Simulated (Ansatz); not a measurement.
Program: Ansatz. Geometries: PBE0-D4/def2-TZVP. ΔE: electronic, gas phase. CCSD(T)/CBS is the MP2 limit (def2-TZVPP, def2-QZVPP) plus CCSD(T) − MP2 in def2-TZVPP, frozen cores. This one scheme is used for every species. DFT in def2-TZVPP. B3LYP here is the variant with VWN-RPA as its local correlation; programs differ in this. Each species was taken in one conformer, which may not be the lowest.

Reaction (ligand exchange at a B–C bond): `CCBCN` + `N[SiH3]` → `CCBN[SiH3]` + CH₃NH₂

```csv
level,ΔE (kJ/mol),difference from CCSD(T)/CBS
r2SCAN-D4,-130.5,3.1
PBE0-D4,-130.2,3.4
ωB97X-V,-129.9,3.7
B2PLYP,-136.5,-2.9
B3LYP,-135.0,-1.4
SCS-MP2/def2-TZVPP,-138.3,-4.7
CCSD/def2-TZVPP,-135.6,-2.0
CCSD(T)/def2-TZVPP,-136.6,-3.0
MP2/def2-QZVPP,-135.3,-1.7
CCSD/CBS(def2),-132.6,1.0
CCSD(T)/CBS,-133.6,0
```

Largest T1 diagnostic among the species: 0.011.
